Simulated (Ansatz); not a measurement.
Consider the ligand exchange at the In–O bond: `FB[O][InH2]` + arsine → `[AsH2][InH2]` + `OBF`.

Gas-phase electronic energies from Ansatz, PBE0-D4/def2-TZVP geometries. CCSD(T)/CBS is the MP2 limit (def2-TZVPP, def2-QZVPP) plus CCSD(T) − MP2 in def2-TZVPP, frozen cores. This one scheme is used for every species. Functionals use def2-TZVPP. HSE06 is defined as in plane-wave codes. def2 core potentials past Kr. For As, In outer-core shells are correlated without core-valence functions, which leaves a few kJ/mol of doubt a bond. Scalar relativity is left out up to krypton. Each species was taken in one conformer, which may not be the lowest.

```json
{"level": "BLYP-D4", "ΔE (kJ/mol)": "-9.8", "difference from CCSD(T)/CBS": "-0.7"}
{"level": "B97M-V", "ΔE (kJ/mol)": "-2.1", "difference from CCSD(T)/CBS": "7.0"}
{"level": "r2SCANh-D4", "ΔE (kJ/mol)": "-14.1", "difference from CCSD(T)/CBS": "-5.0"}
{"level": "HSE06-D4", "ΔE (kJ/mol)": "-25.2", "difference from CCSD(T)/CBS": "-16.1"}
{"level": "CAM-B3LYP-D4", "ΔE (kJ/mol)": "-8.8", "difference from CCSD(T)/CBS": "0.3"}
{"level": "ωB97M-V", "ΔE (kJ/mol)": "-11.8", "difference from CCSD(T)/CBS": "-2.7"}
{"level": "revPBE", "ΔE (kJ/mol)": "-20.5", "difference from CCSD(T)/CBS": "-11.4"}
{"level": "BLYP", "ΔE (kJ/mol)": "-11.5", "difference from CCSD(T)/CBS": "-2.4"}
{"level": "r2SCANh", "ΔE (kJ/mol)": "-14.3", "difference from CCSD(T)/CBS": "-5.2"}
{"level": "RPA@PBE/def2-TZVPP", "ΔE (kJ/mol)": "-0.7", "difference from CCSD(T)/CBS": "8.4"}
{"level": "MP2/def2-SVP", "ΔE (kJ/mol)": "-2.4", "difference from CCSD(T)/CBS": "6.7"}
{"level": "CCSD(T)/def2-SVP", "ΔE (kJ/mol)": "-2.0", "difference from CCSD(T)/CBS": "7.1"}
{"level": "HF/def2-QZVPP", "ΔE (kJ/mol)": "-15.4", "difference from CCSD(T)/CBS": "-6.3"}
{"level": "SCS-MP2/def2-QZVPP", "ΔE (kJ/mol)": "-6.7", "difference from CCSD(T)/CBS": "2.4"}
{"level": "HF/CBS(def2)", "ΔE (kJ/mol)": "-15.1", "difference from CCSD(T)/CBS": "-6.0"}
{"level": "CCSD/CBS(def2)", "ΔE (kJ/mol)": "-11.1", "difference from CCSD(T)/CBS": "-2.0"}
{"level": "CCSD(T)/CBS", "ΔE (kJ/mol)": "-9.1", "difference from CCSD(T)/CBS": "0"}
```

What do rigid-rotor, harmonic-oscillator terms from PBE0-D4/def2-TZVP frequencies (298.15 K, 1 bar) make of the CCSD(T)/CBS value? (An estimate is asked.)

Ansatz gave: ΔZPE = +9.5 kJ/mol, ΔH = -0.5 kJ/mol, ΔS = 13 J/(mol·K), ΔG = -4.3 kJ/mol.

Largest T1 diagnostic among the species: 0.016.

Leaving LDA and LC-ωPBE aside and taking each functional with its dispersion term where it has one, the values spread over 23.1 kJ/mol, from HSE06-D4 to B97M-V. From r2SCAN to r2SCAN0 (25 % exact exchange), in def2-TZVPP and without D4, ΔE moves by −8.2 kJ/mol.
